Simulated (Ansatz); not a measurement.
Series SiCl3X: PBE-D4/def2-TZVP single points in Ansatz on relaxed structures, gas phase. Core potentials for I, no spin–orbit coupling. Binding counts from free atoms in the multiplicity of their measured ground term, without zero-point energy. A dash marks a value that wasn't run or was left out as unsound. The structures are stationary points that may keep the symmetry of their start. Remarks come from the PBE and PBE0 runs and from stability tests at other levels; not every state was tested. HOMO above LUMO (over both spins in singlets and doublets, within one spin in higher multiplets; at PBE or PBE0), or a gap under 0.15 eV within one spin, warns that the state may not be the lowest or that an electron is smeared out.

```
                   species  atoms    state            geometry  HOMO (eV)  LUMO (eV)  gap (eV)  vertical IE (eV)  vertical triplet (eV)  binding per atom (eV)  point group (within 0.1 Å)                                                                                                                                                                     remarks
                    SiICl3      5  singlet     PBE-D4/def2-SVP      -7.10      -2.66      4.44                 –                   4.55                   3.15                         C3v                             gap within one spin near zero at PBE or PBE0 (+1 doublet), HOMO above LUMO (+1 doublet), gap within one spin near zero at PBE or PBE0 (triplet)
                    SiHCl3      5  singlet  r2SCAN-D4/def2-SVP      -7.96      -1.29      6.67             10.92                      –                   3.25                         C3v                                                           gap within one spin near zero at PBE or PBE0 (+1 doublet), gap within one spin near zero at PBE or PBE0 (triplet)
           SiFCl3 (SiCl3F)      5  singlet     PBE-D4/def2-SVP      -8.22      -1.76      6.46             11.19                   6.43                   3.80                         C3v                                                                                                                                                                           –
                   SiBrCl3      5  singlet  r2SCAN-D4/def2-SVP      -7.74      -2.12      5.62                 –                      –                   3.29                         C3v  gap within one spin near zero at PBE or PBE0 (+1 doublet), HOMO above LUMO (+1 doublet), gap within one spin near zero at PBE or PBE0 (triplet), HOMO above LUMO (triplet)
       Si(OH)Cl3 (SiCl3OH)      6  singlet  r2SCAN-D4/def2-SVP      -7.89      -1.29      6.60                 –                      –                   3.77                          Cs  gap within one spin near zero at PBE or PBE0 (+1 doublet), HOMO above LUMO (+1 doublet), gap within one spin near zero at PBE or PBE0 (triplet), HOMO above LUMO (triplet)
       Si(SH)Cl3 (SiHSCl3)      6  singlet    PBE0-D4/def2-SVP      -6.93      -1.69      5.24              9.94                   5.27                   3.34                          Cs                                                                                                                                                                           –
       Si(CN)Cl3 (SiCNCl3)      6  singlet    PBE0-D4/def2-SVP      -8.47      -2.40      6.07             11.28                   5.78                   4.32                           –                                                                                                                   gap within one spin near zero at PBE or PBE0 (+1 doublet)
     Si(CCH)Cl3 (C2HCl3Si)      7  singlet  r2SCAN-D4/def2-SVP      -7.64      -1.98      5.66             10.37                   4.89                   4.27                           –                                                                                                                   gap within one spin near zero at PBE or PBE0 (+1 doublet)
     Si(NH2)Cl3 (SiNCl3H2)      7  singlet     PBE-D4/def2-SVP      -6.91      -1.19      5.72             10.00                   5.98                   3.60                          Cs                                                                                                                   gap within one spin near zero at PBE or PBE0 (+1 doublet)
        SiMeCl3 (CH3Cl3Si)      8  singlet    PBE0-D4/def2-SVP      -7.74      -0.93      6.81             10.61                      –                   3.73                         C3v                                                           gap within one spin near zero at PBE or PBE0 (+1 doublet), gap within one spin near zero at PBE or PBE0 (triplet)
    Si(iPr)Cl3 (C3H7Cl3Si)     14  singlet     PBE-D4/def2-SVP      -7.39      -1.12      6.27              9.99                   6.40                   3.98                           –                                                           gap within one spin near zero at PBE or PBE0 (+1 doublet), gap within one spin near zero at PBE or PBE0 (triplet)
SiCl3(NiPr2) (C6H14Cl3NSi)     25  singlet  r2SCAN-D4/def2-SVP      -5.66      -0.88      4.78              8.32                   5.34                   4.11                           –                                                                                                                                                                           –
```

The gap (eV) runs from 4.44 (SiICl3) to 6.81 (SiMeCl3). The vertical IE (eV) runs from 8.32 (SiCl3(NiPr2)) to 11.28 (Si(CN)Cl3). The vertical triplet (eV) runs from 4.55 (SiICl3) to 6.43 (SiFCl3).
